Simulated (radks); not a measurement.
Q: Calculated with a radial shooting solver on a logarithmic mesh with Libxc functionals: non-relativistic Kohn-Sham, LB94 model potential, spin-polarised, spherical densities, point nucleus; open shells are filled with parallel spins first. Response by self-consistent Sternheimer equations with the Hartree and adiabatic LDA kernel. Rank Si3+, K8+, S5+, Cl6+, P4+, Ar7+, Al2+, Mg+ (NIST ground configurations) by static dipole polarisability, largest first.

A: Mg+ 27.36, Al2+ 11.82, Si3+ 6.358, P4+ 3.864, S5+ 2.542, Cl6+ 1.769, Ar7+ 1.283, K8+ 0.9624 bohr^3.
